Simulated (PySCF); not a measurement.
Species: C₈H₆S.
Numbering: `[cH:1]1[cH:2][cH:3][c:4]2[s:5][cH:6][cH:7][c:8]2[cH:9]1` (hydrogens: H10 on C1; H11 on C2; H12 on C3; H13 on C6; H14 on C7; H15 on C9)

Theory: PBE0/6-31G* geometry optimisation, gas phase (PySCF).

Problem. What internal coordinates does the optimisation give?

Solution. 
```csv
bond,length (Å)
C1–C2,1.404
C2–C3,1.387
C3–C4,1.396
C4–S5,1.743
S5–C6,1.736
C6–C7,1.356
C7–C8,1.436
C8–C9,1.404
C1–C9,1.384
C4–C8,1.414
C1–H10,1.086
C2–H11,1.086
C3–H12,1.086
C6–H13,1.083
C7–H14,1.085
C9–H15,1.087
```

A selection of angles:
```csv
angle,degrees
C2–C1–C9,120.8
C1–C2–C3,120.8
C2–C3–C4,118.3
C3–C4–S5,127.2
C3–C4–C8,121.6
S5–C4–C8,111.1
C4–S5–C6,91.2
S5–C6–C7,113.2
C6–C7–C8,112.7
C7–C8–C9,129.5
C4–C8–C7,111.7
C4–C8–C9,118.8
C1–C9–C8,119.6
```

The 6-membered ring C1–C2–C3–C4–C8–C9 has internal angles of 118.3° to 121.6° (sum 720°, against 720° for a flat polygon); it is planar, 0.00 Å rms from its mean plane, widest ring torsion 0°. The 5-membered ring C4–S5–C6–C7–C8 has internal angles of 91.2° to 113.2° (sum 540°, against 540° for a flat polygon); it is planar, 0.00 Å rms from its mean plane, widest ring torsion 0°. The 8 C–C bonds span 1.356 Å (C6–C7, aromatic) to 1.436 Å (C7–C8, aromatic), a spread of 0.080 Å. The 9 heavy atoms lie in one plane (0.001 Å rms).

Point group: Cs (tolerance 0.08 Å). Whether it is a minimum is left open (no frequencies).
